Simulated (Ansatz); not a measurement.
`[CH3][SnH]([CH3])[AlH2]` + `[NH2][SnH2][OH]` → `C[O][SnH2][NH2]` + `[CH3][SnH2][AlH2]`  (substitution at a C–Sn bond)

Program: Ansatz. Geometries: PBE0-D4/def2-TZVP. ΔE: electronic, gas phase. CCSD(T)/CBS adds triple-zeta CCSD(T) − MP2 to the extrapolated MP2 energy (def2 sets, frozen cores). DFT in def2-TZVPP. B3LYP here is the variant with VWN-RPA as its local correlation; programs differ in this. Elements past krypton have def2 core potentials. For Sn outer-core shells are correlated without core-valence functions, which leaves a few kJ/mol of doubt a bond. Each species was taken in one conformer, which may not be the lowest.

`[CH3][SnH]([CH3])[AlH2]`:

```xyz
13

C     1.157    0.939   -1.375
Sn   -0.369   -0.184   -0.350
C     0.614   -1.802    0.680
Al   -1.908    1.300    1.242
H     0.711    1.746   -1.957
H     1.853    1.370   -0.655
H     1.707    0.280   -2.047
H    -1.349   -0.909   -1.570
H     1.168   -2.407   -0.039
H    -0.117   -2.433    1.186
H     1.311   -1.408    1.421
H    -2.762    0.632    2.407
H    -2.014    2.877    1.057
```

`[NH2][SnH2][OH]`:

Z-matrix (Å, degrees):
```
Sn
O 1 1.966
N 1 2.010 2 104.3
H 1 1.715 2 105.9 3 -121.4
H 1 1.703 2 108.7 3 114.2
H 2 0.959 1 112.7 3 131.9
H 3 1.010 1 116.0 2 -88.4
H 3 1.010 1 114.8 2 143.2
```

`C[O][SnH2][NH2]`:

Z-matrix (Å, degrees):
```
C
O 1 1.405
H 1 1.098 2 112.5
H 1 1.094 2 108.3 3 119.3
H 1 1.100 2 112.2 3 -122.1
Sn 2 1.963 1 119.3 3 53.6
N 6 2.017 2 105.2 1 -53.2
H 6 1.702 2 102.4 1 -173.8
H 6 1.708 2 109.3 1 61.6
H 7 1.010 6 116.0 2 -92.9
H 7 1.010 6 115.1 2 138.5
```

`[CH3][SnH2][AlH2]`:

Cartesian coordinates in Å:
```
C 0.640 0.780 1.511
Sn 0.104 0.610 -0.566
Al -0.940 -1.742 -1.245
H 1.045 1.773 1.707
H -0.238 0.624 2.138
H 1.392 0.033 1.766
H -0.994 1.886 -0.915
H 1.512 0.954 -1.489
H -1.227 -2.855 -0.146
H -1.295 -2.064 -2.760
```

Task: Is it downhill or uphill in electronic energy at CCSD(T)/CBS, and by how much? (Estimate.)

Result: Computed: Uphill: ΔE = +80.6 kJ/mol.

Task: What do these levels give: r2SCAN-D4, PBE, B3LYP, CCSD(T)/def2-TZVPP, SCS-MP2/def2-QZVPP, HF/CBS(def2)? (An estimate is asked.)

Result: Computed: r2SCAN-D4 72.3, PBE 71.4, B3LYP 67.9, CCSD(T)/def2-TZVPP 75.3, SCS-MP2/def2-QZVPP 80.8, HF/CBS(def2) 60.1 kJ/mol.

Largest T1 diagnostic among the species: 0.013.

In def2-TZVPP, CCSD(T) changes the Hartree–Fock value by +15.5 kJ/mol (the triples alone add +1.6 kJ/mol) and MP2 by +25.1 kJ/mol.
